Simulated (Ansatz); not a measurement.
Computed with Ansatz on PBE0-D4/def2-TZVP structures; ΔE is electronic, products minus reactants. CCSD(T)/CBS is the MP2 limit (def2-TZVPP, def2-QZVPP) plus CCSD(T) − MP2 in def2-TZVPP, frozen cores. Functionals use def2-TZVPP. Each species was taken in one conformer, which may not be the lowest.

Consider the formal exchange of groups at the Si–O bond: `N=C(S)[SiH2]O` + toluene → `N=C([SiH3])S` + `Cc1cccc(O)c1`.

```
             level  ΔE (kJ/mol)  difference from CCSD(T)/CBS
            PBE-D4        143.9                        -22.1
         r2SCAN-D4        155.3                        -10.7
           ωB97X-V        155.7                        -10.3
           ωB97M-V        160.3                         -5.7
               PBE        143.6                        -22.4
    MP2/def2-TZVPP        170.5                          4.5
SCS-MP2/def2-TZVPP        167.7                          1.7
   CCSD/def2-TZVPP        164.0                         -2.0
CCSD(T)/def2-TZVPP        161.9                         -4.1
    MP2/def2-QZVPP        173.2                          7.2
       CCSD(T)/CBS        166.0                            0
```

Largest T1 diagnostic among the species: 0.014.

From PBE to PBE0 (25 % exact exchange), in def2-TZVPP and without D4, ΔE moves by +7.3 kJ/mol.
